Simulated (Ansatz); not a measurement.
dibenzo[a,e]pentalene, `C1=C2C(=Cc3ccccc32)c2ccccc21`, relaxed as a singlet with RKS PBE-D4/def2-SVP in Ansatz, starting from the GFN2-xTB geometry. Force threshold 0.03 eV/Å.

Start:

```xyz
26

C     0.1615    1.1603    1.2906
C     0.3265   -0.0209    0.6574
C    -0.3280    0.0209   -0.6546
C    -0.1582   -1.1579   -1.2908
C     0.6197   -2.0310   -0.4160
C     1.0563   -3.3263   -0.5994
C     1.7910   -3.9313    0.4183
C     2.0829   -3.2519    1.5867
C     1.6498   -1.9419    1.7840
C     0.9209   -1.3365    0.7864
C    -0.9219    1.3362   -0.7851
C    -1.6532    1.9399   -1.7822
C    -2.0881    3.2493   -1.5855
C    -1.7926    3.9298   -0.4187
C    -1.0516    3.3284    0.5966
C    -0.6167    2.0324    0.4150
H     0.5192    1.4521    2.2627
H    -0.5135   -1.4480   -2.2643
H     0.8355   -3.8634   -1.5108
H     2.1384   -4.9461    0.2906
H     2.6574   -3.7409    2.3594
H     1.8825   -1.4154    2.6980
H    -1.8846    1.4124   -2.6954
H    -2.6652    3.7377   -2.3570
H    -2.1429    4.9436   -0.2907
H    -0.8252    3.8685    1.5049
```

**Question.** Estimate the energy that the relaxation releases and the steps that it takes.

**Answer.** 0.24 eV, in 4 steps; 19 s on 4 threads of Arm Neoverse V1 on a shared host. No frequencies were taken in this run, so the end may be a saddle point.

**Question.** Does the start keep its bonding and symmetry?

**Answer.** By distances, no bond broke or formed. The bond that changes most is C4–H18, from 1.08 to 1.10 Å (atoms count from 1). Point group C2h at the start, C2h at the end, both within 0.05 Å.

**Question.** Predict the relaxed structure.

**Answer.** 
Cartesian coordinates in Å:
```
C 0.158 1.175 1.299
C 0.330 -0.026 0.657
C -0.330 0.026 -0.657
C -0.157 -1.175 -1.300
C 0.629 -2.058 -0.419
C 1.071 -3.372 -0.601
C 1.820 -3.989 0.425
C 2.116 -3.299 1.610
C 1.674 -1.971 1.804
C 0.934 -1.352 0.797
C -0.934 1.352 -0.797
C -1.675 1.970 -1.804
C -2.117 3.299 -1.609
C -1.819 3.989 -0.425
C -1.070 3.372 0.601
C -0.628 2.058 0.419
H 0.526 1.463 2.294
H -0.525 -1.462 -2.295
H 0.841 -3.918 -1.529
H 2.173 -5.022 0.293
H 2.701 -3.797 2.398
H 1.912 -1.437 2.737
H -1.914 1.436 -2.736
H -2.702 3.796 -2.397
H -2.173 5.023 -0.293
H -0.840 3.919 1.528
```
Bond lengths: 19 × C–C 1.37 to 1.47 Å; 10 × C–H 1.10 Å.
